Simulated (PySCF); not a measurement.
C4H8Cl, SMILES [CH2]C(Cl)(C)C, multiplicity 2. Atoms are numbered in the order given.

```xyz
13

C      0.6938     1.5190     0.0000
C      0.4381     0.0728     0.0000
C      0.9020    -0.6293     1.2697
C      0.9020    -0.6293    -1.2697
Cl    -1.4777    -0.0781     0.0000
H      0.6767     2.0772     0.9390
H      0.6767     2.0772    -0.9390
H      0.4932    -0.1362     2.1631
H      0.5804    -1.6804     1.2739
H      2.0030    -0.5970     1.3240
H      0.5804    -1.6804    -1.2739
H      0.4932    -0.1362    -2.1631
H      2.0030    -0.5970    -1.3240
```
Charge 0, spin multiplicity 2.

Coordinates come from a B3LYP-D3(BJ)/def2-SVP optimisation. The isomer is the one that the SMILES or the coordinates give; other isomers of the formula were not compared.

Two levels are set side by side: PBE/pcH-1 (PySCF) and PBE0/pcH-1 (PySCF). Contact hyperfine couplings, same geometry. Differences are taken from unrounded values.

```
quantity                         PBE0
------------------------------  -----
A(iso) of 13C, atom C1 (MHz)     94.9
A(iso) of 13C, atom C2 (MHz)    -11.9
A(iso) of 13C, atom C3 (MHz)      8.2
A(iso) of 13C, atom C4 (MHz)      8.2
A(iso) of 35Cl, atom Cl5 (MHz)   40.4
A(iso) of 1H, atom H6 (MHz)     -63.3
A(iso) of 1H, atom H7 (MHz)     -63.3
A(iso) of 1H, atom H8 (MHz)      -1.7
A(iso) of 1H, atom H9 (MHz)       3.8
A(iso) of 1H, atom H10 (MHz)      0.1
A(iso) of 1H, atom H11 (MHz)      3.8
A(iso) of 1H, atom H12 (MHz)     -1.7
A(iso) of 1H, atom H13 (MHz)      0.1
```

Question: What does PBE give, and how far is it from PBE0? (The exact figures need the calculation; the answer reports its results.)

Answer: 
```
quantity                          PBE  PBE minus PBE0
------------------------------  -----  --------------
A(iso) of 13C, atom C1 (MHz)     77.9           -17.0
A(iso) of 13C, atom C2 (MHz)     -1.8            10.1
A(iso) of 13C, atom C3 (MHz)      6.9            -1.2
A(iso) of 13C, atom C4 (MHz)      6.9            -1.2
A(iso) of 35Cl, atom Cl5 (MHz)   40.4             0.0
A(iso) of 1H, atom H6 (MHz)     -53.6             9.7
A(iso) of 1H, atom H7 (MHz)     -53.6             9.7
A(iso) of 1H, atom H8 (MHz)      -1.3             0.4
A(iso) of 1H, atom H9 (MHz)       5.3             1.5
A(iso) of 1H, atom H10 (MHz)      2.2             2.1
A(iso) of 1H, atom H11 (MHz)      5.3             1.5
A(iso) of 1H, atom H12 (MHz)     -1.3             0.4
A(iso) of 1H, atom H13 (MHz)      2.2             2.1
```

Rough cost on one machine, each run with all the roots and properties that it gave: PBE0 against PBE within a factor of 2.
